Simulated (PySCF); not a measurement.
# Polarisability and C₆ of W(2+) (tungsten, charge +2)

[Xe] 4f14 5d4, high-spin 5D determinant. Computed with PySCF 2.14 in aug-cc-pwCVTZ-PP with ECP60MDF, with scalar relativity through the core potential. Coupled (time-dependent) response in atomic units; α is the mean over directions.

| method | mean α (bohr³) | α xx, yy, zz | C₆ (like pair) | S(−4) |
| --- | --- | --- | --- | --- |
| PBE0 | 13.09 | 12.54, 12.54, 14.21 | 77.48 | 74.17 |

S(−4) is the Cauchy moment in α(ω) = α(0) + S(−4) ω² + …

Spin-orbit coupling is absent.

α(iu) at PBE0:

| u (hartree) | α(iu) (bohr³) |
| --- | --- |
| 0 | 13.09 |
| 0.0500 | 12.91 |
| 0.100 | 12.42 |
| 0.200 | 10.95 |
| 0.300 | 9.453 |
| 0.500 | 7.166 |
| 0.750 | 5.337 |
| 1.00 | 4.142 |
| 1.50 | 2.698 |
| 2.00 | 1.883 |
| 3.00 | 1.048 |
| 5.00 | 0.4468 |

A single London oscillator, α(iu) = α/(1 + u²/ω²), gives C₆ = (3/4) ω α². Matching the computed C₆ needs ω = 4 × 77.48 / (3 × 13.09²) = 0.603 hartree.

For an ion, C₆ is the dispersion term alone; charge-induced terms of lower order in 1/R come first.

The components differ because the open shell of this determinant is not spherical; for a pure term their mean is the scalar polarisability.

Energies and moments cover only the electrons outside the core potential. Spin-orbit coupling, absent here, splits the open shell strongly.
